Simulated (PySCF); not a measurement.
## Os (osmium, neutral) across methods

[Xe] 4f14 5d6 6s2, high-spin 5D determinant. Calculation: PySCF 2.14, in aug-cc-pVTZ-PP with one added diffuse shell each of s, p, d, f, g type with ECP60MDF (7s7p6d4f3g, 113 functions); scalar relativity through the core potential.

| method | E (hartree) | mean ε 6s α (eV) | mean ε 5d β (eV) | mean ε 6s β (eV) | Σ⟨r²⟩ (bohr²) | ⟨S²⟩ |
| --- | --- | --- | --- | --- | --- | --- |
| M06-2X | -90.6847 | -8.260 | -7.893 | -6.405 | 56.57 | 6.022 |
| PBE0 | -90.7766 | -7.295 | -6.359 | -5.877 | 56.56 | 6.013 |
| r2SCAN | -90.8289 | -6.545 | -4.980 | -5.182 | 56.01 | 6.021 |
| M06-L | -90.8390 | -6.399 | -5.051 | -4.863 | 55.90 | 6.019 |
| UHF | -90.07106 | -8.871 | -9.320 | -6.752 | 58.15 | 6.032 |
| PW91 | -90.8637 | -6.623 | -5.072 | -5.270 | 56.38 | 6.010 |

**Question.** Estimate the same row for LDA.

**Answer.** E (hartree) = -90.6191; mean ε 6s α (eV) = -6.805; mean ε 5d β (eV) = -5.061; mean ε 6s β (eV) = -5.611; Σ⟨r²⟩ (bohr²) = 56.51; ⟨S²⟩ = 6.009.

Energies and moments cover only the electrons outside the core potential. Spin-orbit coupling, absent here, splits the open shell strongly.
